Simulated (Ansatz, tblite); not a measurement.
Cost and result up the ladder for In(H2S)H3 (InH₅S) (7 atoms). The state is a singlet with charge 0. Geometry: r2SCAN-D4/def2-TZVP.

| atom | x (Å) | y (Å) | z (Å) |
| --- | --- | --- | --- |
| In1 | -0.9015 | -0.6670 | 0.4927 |
| S2 | 1.1250 | 0.4958 | -1.1364 |
| H3 | 0.7219 | 1.7598 | -0.9212 |
| H4 | 2.0316 | 0.5599 | -0.1464 |
| H5 | -2.1603 | -0.3718 | -0.6509 |
| H6 | -0.6819 | 0.4356 | 1.8079 |
| H7 | -0.1349 | -2.2124 | 0.5542 |

Ansatz on 4 threads of Arm Neoverse V1 on a shared host; xTB runs through tblite on one thread. Times are rough, summed over both states, and most runs start from the orbitals of an earlier one. CCSD(T)/def2-TZVPP serves as the yardstick here, not as an exact answer. The other state is a doublet.

In the def2 sets In takes a core potential; there is no spin–orbit coupling. The xTB rows come from tblite. Correlated methods freeze 9 core orbitals; core or outer-core shells of In are correlated, in sets that lack core-valence functions.

Run but left out: PBE-D4/def2-TZVP (charge +1 doublet: an occupied level 0.16 eV above an empty one).

Correlated methods converge slowly with the basis.

Raw xTB energies of ions are shifted by several eV.

| level | functions | vertical IE (eV) | difference from CCSD(T)/def2-TZVPP (eV) |
| --- | --- | --- | --- |
| GFN1-xTB | 28 | 14.14 | 4.16 |
| r2SCAN-D4/def2-TZVP | 117 | 9.68 | -0.31 |
| GFN2-xTB | 23 | 14.04 | 4.06 |
| CCSD(T)/def2-TZVPP | 162 | 9.98 | 0.00 |

(1) Estimate how long each takes.

Results:

(1) GFN2-xTB 0.006 s; GFN1-xTB 0.021 s; r2SCAN-D4/def2-TZVP 8.2 s; CCSD(T)/def2-TZVPP 83 s. On shared hardware such times vary by a factor of up to 3.
